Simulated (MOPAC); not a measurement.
Job for MOPAC: AM1 on BH3Se (SMILES B[SeH]), a point of a bond scan (R = 2.947 Å).

```
AM1 1SCF PRECISE CHARGE=0 THREADS=1
BH3Se

B      0.45012458 1    -0.03983348 1    -1.50253169 1
H     -0.28917233 1    -0.55999492 1    -2.27043345 1
H      1.48655015 1     0.43721308 1    -1.81939992 1
Se    -0.13171131 1    -0.01087557 1     0.31515847 1
H      2.19207901 1     1.39431283 1     1.45904933 1
```

The log:

```
*******************************************************************************
 **                                                                           **
 **                              MOPAC v23.2.5                                **
 **                                                                           **
 *******************************************************************************
 ** MOPAC's Digital Object Identifier: https://doi.org/10.5281/zenodo.6511958 **
 **                                                                           **
 ** Please cite the open-source release paper for use of this MOPAC version:  **
 ** J. E. Moussa and J. J. P. Stewart (2026)                                  **
 ** MOPAC: An open-source semiempirical molecular orbital program             **
 ** J. Open Source Softw., 11(119), 8025, https://doi.org/10.21105/joss.08025 **
 *******************************************************************************

                              AM1 CALCULATION RESULTS

 *******************************************************************************
 *  AM1        - The AM1 Hamiltonian to be used
 *
 *
 *
 *                 CHARGE ON SYSTEM = 0
 *
 *
 *
 *  PRECISE    - TIGHTER CRITERIA TO BE USED
 *  1SCF       - DO 1 SCF AND THEN STOP
 *  THREADS=1  - MULTI-THREADING NOT USED
 *  T=         - A TIME OF 172800.0 SECONDS REQUESTED
 *  DUMP=N     - RESTART FILE WRITTEN EVERY 7200.0 SECONDS REQUESTED
 *******************************************************************************
AM1 1SCF PRECISE CHARGE=0 THREADS=1
 BH3Se

   ATOM   CHEMICAL          X               Y               Z
  NUMBER   SYMBOL      (ANGSTROMS)     (ANGSTROMS)     (ANGSTROMS)

     1       B          0.45012458  *  -0.03983348  *  -1.50253169  *
     2       H         -0.28917233  *  -0.55999492  *  -2.27043345  *
     3       H          1.48655015  *   0.43721308  *  -1.81939992  *
     4      Se         -0.13171131  *  -0.01087557  *   0.31515847  *
     5       H          2.19207901  *   1.39431283  *   1.45904933  *



          CARTESIAN COORDINATES

    NO.       ATOM           X           Y           Z

     1         B          0.4501     -0.0398     -1.5025
     2         H         -0.2892     -0.5600     -2.2704
     3         H          1.4866      0.4372     -1.8194
     4        Se         -0.1317     -0.0109      0.3152
     5         H          2.1921      1.3943      1.4590

  H: (AM1): M.J.S. DEWAR ET AL, J. AM. CHEM. SOC. 107 3902-3909 (1985)
  B: (AM1): M.J.S. DEWAR ET AL, ORGANOMETALLICS, 7, 513-521 (1988)
 Se: (AM1): J. J. P. STEWART, J. MOL. MOD., 10, 155-164 (2004)

           Empirical Formula: H3 B Se  =     5 atoms



      MOLECULAR POINT GROUP   :   Cs


      RHF CALCULATION, NO. OF DOUBLY OCCUPIED LEVELS = 6


 -------------------------------------------------------------------------------
 AM1 1SCF PRECISE CHARGE=0 THREADS=1
 BH3Se



     1SCF WAS SPECIFIED, SO BFGS WAS NOT USED
     SCF FIELD WAS ACHIEVED


                              AM1 CALCULATION
                                                       MOPAC v23.2.5 Linux




          FINAL HEAT OF FORMATION =        130.52383 KCAL/MOL =     546.11171 KJ/MOL


          COSMO AREA              =         97.69 SQUARE ANGSTROMS
          COSMO VOLUME            =         79.01 CUBIC ANGSTROMS

          IONIZATION POTENTIAL    =          8.368694 EV
          HOMO LUMO ENERGIES (EV) =         -8.369 -3.196
          NO. OF FILLED LEVELS    =          6
          MOLECULAR WEIGHT        =         92.7937         POINT GROUP:  Cs

          MOLECULAR DIMENSIONS (Angstroms)

            Atom       Atom       Distance
            H     5    H     2     4.88723
           Se     4    H     3     2.64223
            B     1    H     5     0.00000


          SCF CALCULATIONS        =          1





   ATOM   CHEMICAL          X               Y               Z
  NUMBER   SYMBOL      (ANGSTROMS)     (ANGSTROMS)     (ANGSTROMS)

     1       B          0.45012458  *  -0.03983348  *  -1.50253169  *
     2       H         -0.28917233  *  -0.55999492  *  -2.27043345  *
     3       H          1.48655015  *   0.43721308  *  -1.81939992  *
     4      Se         -0.13171131  *  -0.01087557  *   0.31515847  *
     5       H          2.19207901  *   1.39431283  *   1.45904933  *

                             CARTESIAN COORDINATES

   1    B        0.450124580    -0.039833480    -1.502531690
   2    H       -0.289172330    -0.559994920    -2.270433450
   3    H        1.486550150     0.437213080    -1.819399920
   4   Se       -0.131711310    -0.010875570     0.315158470
   5    H        2.192079010     1.394312830     1.459049330


           Empirical Formula: H3 B Se  =     5 atoms



      MOLECULAR POINT GROUP   :   Cs


                  EIGENVALUES
 -22.53550 -18.09137 -12.58117 -10.47052  -8.49662  -8.36869  -3.19550   0.56092
   1.19009   4.05431   5.37704


              NET ATOMIC CHARGES AND DIPOLE CONTRIBUTIONS

  ATOM NO.   TYPE          CHARGE      No. of ELECS.   s-Pop       p-Pop
    1          B           0.130373        2.8696     1.31380     1.55582
    2          H          -0.032374        1.0324     1.03237
    3          H          -0.042506        1.0425     1.04251
    4         Se          -0.229342        6.2293     1.97589     4.25345
    5          H           0.173849        0.8262     0.82615
 DIPOLE           X         Y         Z       TOTAL
 POINT-CHG.     1.999     1.149     0.655     2.397
 HYBRID         0.328     0.066    -0.569     0.660
 SUM            2.327     1.215     0.086     2.627


          ATOMIC ORBITAL ELECTRON POPULATIONS

     Atom    s        px        py        pz
    1  B   1.31380   0.62821   0.28696   0.64065
    2  H   1.03237
    3  H   1.04251
    4 Se   1.97589   1.34060   1.70384   1.20901
    5  H   0.82615

 **********************
 *                    *
 * JOB ENDED NORMALLY *
 *                    *
 **********************




 == MOPAC DONE ==
```

The run finished.

Cost: about 0.020 core-seconds (a rough figure).
